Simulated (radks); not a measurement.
The numbers below are computed, except where a source is named.
Dipole-allowed excitations along the series with 28 electrons in [Ar] 3d10. Code: a radial shooting solver on a logarithmic mesh with Libxc functionals. Model: scalar-relativistic Kohn-Sham, PBE, spin-unpolarised, spherical densities, finite nucleus; Fermi nuclear charge, rms radius of each element as measured or else 0.836 A^(1/3) + 0.57 fm. Time-dependent linear response with the Hartree and adiabatic LDA kernel, continuum included through the Sternheimer equations, no spin-orbit coupling, so fine structure and intercombination lines are absent. Lines are the poles of the dipole polarisability below minus the highest occupied eigenvalue, found on a grid refined at the orbital gaps; the lowest seven at most are given, and weak or close lines can be missed. The first line takes the name of the lowest orbital gap if no other gap lies below it; otherwise a line is named after a gap within 0.6 % of it, if that gap stands alone.

species  -e(HOMO) (eV)  lowest orbital gap (eV)  first line (eV)      f  strongest line (eV)  its f  static alpha (bohr^3)
Cu+             13.659              3d-4p 7.109    7.544 (3d-4p)  0.348            the first  0.348                  8.481
Zn2+            30.856             3d-4p 15.200   15.782 (3d-4p)  0.459            the first  0.459                  3.052
Ga3+            52.485             3d-4p 25.284   25.987 (3d-4p)  0.517            the first  0.517                  1.507
Ge4+            78.036             3d-4p 37.103   37.924 (3d-4p)  0.545            the first  0.545                 0.8781
As5+            107.23             3d-4p 50.511   51.453 (3d-4p)  0.556       84.017 (3d-4f)  0.618                 0.5668
Se6+            139.89             3d-4p 65.422   66.488 (3d-4p)  0.559       106.55 (3d-4f)  0.883                 0.3916
